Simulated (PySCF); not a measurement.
## TeO₂: fields on a plane

These are results of BP86/[Te def2-TZVP with ECP28, O def2-TZVP], scalar-relativistic core potentials, density fitting, no spin–orbit coupling, PySCF, not measurements.

The singlet minimum has Te–O 1.817 Å (×2); O–Te–O 110.4°.

The plane holds Te1 at (0.00, 0.00), O2 at (1.82, 0.00), O3 at (-0.63, 1.70) Å. Columns run from x = -2.55 to 4.05 Å, rows from y = 4.05 (top) to -1.95 Å, in steps of 0.3 Å. Other isomers or separated fragments may lie lower. Core electrons replaced by a potential are absent, the electrostatic potential uses the reduced nuclear charge, and values within about 0.7 Å of such atoms have no physical meaning.

Give the electrostatic potential (V) (cut at 20 V). Every second row and column.


```
-0.5 -0.6 -0.8 -0.9 -0.9 -0.8 -0.7 -0.6 -0.5 -0.4 -0.4 -0.3
-0.6 -0.9 -1.1 -1.3 -1.3 -1.1 -0.9 -0.7 -0.6 -0.5 -0.4 -0.4
-0.8 -1.2 -1.4 -1.2 -1.6 -1.5 -1.1 -0.8 -0.7 -0.6 -0.5 -0.5
-0.8 -1.4  1.0 20.0  5.7 -1.2 -1.0 -0.9 -0.9 -0.8 -0.7 -0.6
-0.7 -1.2  6.5 20.0 20.0  1.4  0.0 -0.9 -1.3 -1.2 -0.9 -0.7
-0.2 -0.3  2.2 17.7 19.6 12.8  3.8  0.1 -1.3 -1.6 -1.2 -0.8
 0.5  1.3  5.5 20.0 20.0 20.0 14.2 20.0 12.8 -1.2 -1.3 -0.9
 1.0  2.1  7.4 20.0 20.0 20.0 20.0 20.0 20.0 -0.5 -1.3 -0.9
 1.1  2.0  4.7 16.5 20.0 20.0  7.9  5.4  1.5 -1.4 -1.1 -0.8
 1.0  1.5  2.5  4.6  7.2  6.3  2.4 -0.3 -1.2 -1.1 -0.8 -0.6
 0.9  1.2  1.5  2.0  2.4  2.1  1.1  0.0 -0.5 -0.6 -0.5 -0.4
```

Give the electron localisation function (set to 0 where the density is under 0.005 e/Å³). Lower edges of the bins: '0' 0.000, '1' 0.090, '2' 0.180, '3' 0.269, '4' 0.359, '5' 0.449, '6' 0.539, '7' 0.629, '8' 0.718, '9' 0.808; top 0.90.


```
00000000000000000000000
00000000000000000000000
00000001000000000000000
00001233321000000000000
00023566653100000000000
00246889875200000000000
01468999986300000000000
02579926996200000000000
13589981985100012100000
02579977873101344310000
01357887643224777631000
00123442222247999852000
00012324884268999963100
00124438218268119974100
00247538218268119973100
01368734885258999863100
00479973333347999752000
00479998665324777531000
00368999986212454310000
00047899874111222100000
00004677642000000000000
```
